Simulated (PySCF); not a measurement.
Electron correlation in Sc⁺ (scandium, charge +1)

[Ar] 3d1 4s1, high-spin 3D determinant. Computed with PySCF 2.14 in cc-pVDZ (6s5p3d1f, 43 functions), with the non-relativistic Hamiltonian (point nucleus). Frozen: [Ar]; 2 electrons correlated.

Total MP2 correlation energy: -2.40 mhartree.

Same-spin part -2.40 and opposite-spin part 0.00 mhartree; SCS-MP2 scales them by 1/3 and 6/5 to -0.80 mhartree.
